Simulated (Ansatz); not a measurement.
`C[SiH2]SC#N` and `C[SiH2]SSC` differ in one atom or group.

Ansatz, PBE0-D4/def2-TZVP geometries, multiplicity 1. Each molecule was computed in one conformer, which needn't be the lowest.

```csv
property,`C[SiH2]SC#N`
HOMO–LUMO gap (B3LYP/def2-TZVPP) / eV,6.92
HOMO energy (PBE/def2-TZVPP) / eV,-6.68
size of the dipole moment (PBE/def2-TZVPP) / D,3.96
HOMO energy (ωB97M-V/def2-TZVPP) / eV,-10.00
HOMO–LUMO gap (ωB97M-V/def2-TZVPP) / eV,11.39
HOMO–LUMO gap (PBE/def2-TZVPP) / eV,5.22
```

Question: Give the same properties after the change, and the shifts. (An estimate is asked.)

Answer: Computed: 
```tsv
property	`C[SiH2]SSC`	shift
HOMO–LUMO gap (B3LYP/def2-TZVPP) / eV	5.52	-1.40
HOMO energy (PBE/def2-TZVPP) / eV	-5.49	1.19
size of the dipole moment (PBE/def2-TZVPP) / D	1.49	-2.47
HOMO energy (ωB97M-V/def2-TZVPP) / eV	-8.81	1.19
HOMO–LUMO gap (ωB97M-V/def2-TZVPP) / eV	10.15	-1.24
HOMO–LUMO gap (PBE/def2-TZVPP) / eV	3.81	-1.41
```

With PBE0 the HOMO rises by 1.21 eV and the LUMO falls by 0.18 eV, so the gap narrows by about 1.39 eV. PBE moves the HOMO by 1.19 eV and ωB97M-V by 1.19 eV. Dipoles are sizes alone; their direction can turn.

B3LYP here is the variant with VWN-RPA as its local correlation; programs differ in this.
